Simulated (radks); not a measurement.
Results of a calculation; reference values are marked as such.
Question: These are the eigenvalues of the occupied orbitals of an atom or ion with whole-number occupations (hartree). Code: a radial shooting solver on a logarithmic mesh with Libxc functionals. Model: Dirac Kohn-Sham, PBE, spin-unpolarised, spherical densities, point nucleus.

1s1/2: -550.7405
2s1/2: -131.3907

Which element is it, and in what charge state? The configuration may be excited. Open shells, if any, are shared by 2j + 1.

Answer: Z = 34, selenium, charge +31: Se31+ in [He] 2s1. The 1s level, -550.74 hartree, gives Z - s = 33.2 by -(Z - s)^2/2, which with screening and relativity narrows Z to a few neighbours, and the depths must fix Z and the occupations together.
